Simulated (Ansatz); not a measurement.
C2H5BO2 can be A, `CC1OB1O`, or B, `BOC1CO1`.

Computed with Ansatz on PBE0-D4/def2-TZVP structures; ΔE is electronic, products minus reactants. CBS: MP2 limit from def2 TZ/QZ plus the TZ coupled-cluster correction, frozen cores. Functionals use def2-TZVPP. B3LYP here is the variant with VWN-RPA as its local correlation; programs differ in this. One conformer a species, not always the lowest.

**Question.** Which isomer does CCSD(T)/CBS put lower? Give the gap. (Estimate.)

**Answer.** Computed: A, by 208.9 kJ/mol.

**Question.** Give E(B) − E(A) in kJ/mol with LDA (SPW92), B3LYP-D4, ωB97M-V, PBE0-D4, BLYP-D4, CCSD/def2-TZVPP, MP2/def2-TZVPP. (Estimate.)

**Answer.** Ansatz gave: LDA (SPW92) 209.8, B3LYP-D4 205.3, ωB97M-V 206.4, PBE0-D4 206.6, BLYP-D4 204.5, CCSD/def2-TZVPP 204.3, MP2/def2-TZVPP 214.0. None reverses the order clearly.

**Question.** Does the order hold for the free energy at 298.15 K (harmonic terms from PBE0-D4)? (Best estimate.)

**Answer.** The calculation gave: Yes: G(B) − G(A) = +201.6 kJ/mol, for one conformer each.

Largest T1 diagnostic: 0.014.

Leaving LDA and LC-ωPBE aside and taking each functional with its dispersion term where it has one, the values, not all of them listed here, spread over 17.9 kJ/mol, from ωB97X-V to B97M-V. In def2-TZVPP, CCSD(T) changes the Hartree–Fock value by +15.2 kJ/mol (the triples alone add +0.8 kJ/mol) and MP2 by +24.2 kJ/mol.
